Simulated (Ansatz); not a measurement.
Cost and result up the ladder for GeMe3(OiPr) (C₆H₁₆GeO) (24 atoms). Charge 0, multiplicity 1. Geometry: PBE-D4/def2-SVP.

Cartesian coordinates in Å:
```
Ge -0.096 -1.187 -0.306
C 1.701 -1.544 0.413
H 2.421 -0.760 0.107
H 2.069 -2.518 0.033
H 1.674 -1.588 1.520
C -1.405 -2.535 0.240
H -1.193 -3.509 -0.245
H -2.422 -2.209 -0.052
H -1.382 -2.670 1.339
C -0.071 -0.992 -2.265
H -1.023 -0.538 -2.607
H 0.039 -1.984 -2.748
H 0.764 -0.345 -2.598
O -0.749 0.329 0.458
C 0.059 1.456 0.767
C -0.750 2.337 1.719
C 0.486 2.217 -0.493
H 0.988 1.131 1.304
H -1.679 2.679 1.219
H -0.171 3.229 2.038
H -1.040 1.762 2.620
H 1.119 1.588 -1.152
H -0.409 2.525 -1.073
H 1.069 3.127 -0.238
```

Ansatz on 2 threads of AMD EPYC 7R13 on a shared host and a share (18 GiB) of an NVIDIA H100 80GB HBM3. Times are rough, and most runs start from the orbitals of an earlier one. CAM-B3LYP-D4/def2-TZVP serves as the yardstick here, not as an exact answer. Differences are given only for rows in sets of like size (and for xTB, whose basis is part of the method), since another set adds its own error. Binding counts from free atoms at the same level (Ge triplet, C triplet, H doublet, O triplet; other spins of the atoms weren't run), without zero-point energy or a counterpoise term.

B3LYP takes the VWN-RPA correlation. Correlated methods freeze 16 core orbitals; core or outer-core shells of Ge are correlated, in sets that lack core-valence functions.

Correlated methods converge slowly with the basis.

| level | functions | wall time | binding energy per atom (eV) | difference from CAM-B3LYP-D4/def2-TZVP (eV) |
| --- | --- | --- | --- | --- |
| HF/STO-3G | 69 | 1.4 s | 3.79 | – |
| PBE0-D4/def2-SVP | 210 | 1.8 s | 4.02 | – |
| PBE-D4/def2-SVP | 210 | 2 s | 4.06 | – |
| CAM-B3LYP-D4/def2-TZVP | 361 | 2.3 s | 3.99 | 0.00 |
| B3LYP-D4/def2-TZVP | 361 | 2.3 s | 3.97 | -0.02 |
| PBE-D4/def2-TZVP (with forces) | 361 | 2.4 s | 4.03 | 0.04 |
| r2SCAN-D4/def2-TZVP | 361 | 2.6 s | 3.98 | -0.01 |
| r2SCAN0-D4/def2-TZVP | 361 | 3.1 s | 3.94 | -0.05 |
| PBE0-D4/def2-TZVP (with forces) | 361 | 5.5 s | 3.99 | 0.00 |
| CCSD(T)/def2-TZVP | 361 | 18 s | 3.86 | -0.13 |
